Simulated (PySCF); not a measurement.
# Potential energy of ZnSe along the bond

Set-up: PySCF, no relativity, basis sets Zn pcseg-1, Se pcseg-1. Energies in eV from Zn + Se in their ground configurations at the same level. State: ¹Σ⁺ (singlet), closed shell.

All columns are PBE0. A positive dipole means Zn(−)Se(+).

| R (Å) | E (eV) | μ (D) | Mulliken charge on Zn (basis-dependent) | HOMO (eV) | LUMO (eV) | Mayer bond order | ⟨S²⟩ |
| --- | --- | --- | --- | --- | --- | --- | --- |
| 1.883 | 0.028 | -5.17 | 0.43 | -6.23 | -3.36 | 1.92 | 0.00 |
| 1.971 | -0.592 | -5.41 | 0.46 | -6.09 | -3.50 | 1.80 | 0.00 |
| 2.059 | -0.921 | -5.60 | 0.49 | -5.98 | -3.64 | 1.70 | 0.00 |
| 2.124 | -1.033 | -5.72 | 0.50 | -5.90 | -3.73 | 1.62 | 0.00 |
| 2.190 | -1.061 | -5.82 | 0.51 | -5.84 | -3.82 | 1.54 | 0.00 |
| 2.256 | -1.028 | -5.89 | 0.52 | -5.78 | -3.90 | 1.47 | 0.00 |
| 2.343 | -0.919 | -5.96 | 0.53 | -5.73 | -4.00 | 1.37 | 0.00 |
| 2.453 | -0.721 | -6.00 | 0.52 | -5.68 | -4.10 | 1.25 | 0.00 |
| 2.584 | -0.443 | -5.98 | 0.50 | -5.65 | -4.22 | 1.11 | 0.00 |
| 2.759 | -0.069 | -5.85 | 0.46 | -5.66 | -4.35 | 0.95 | 0.00 |

A fit through these points gives, at Re = 2.184 Å, μ = -5.81 D and dμ/dR = -1.36 D/Å; the reduced mass is 35.52 u.

How strong is the fundamental in the double-harmonic approximation, I = 42.26·(dμ/dR)²/μred km/mol?

I = 42.26·(-1.36)²/35.52 = 2.20 km/mol at PBE0.
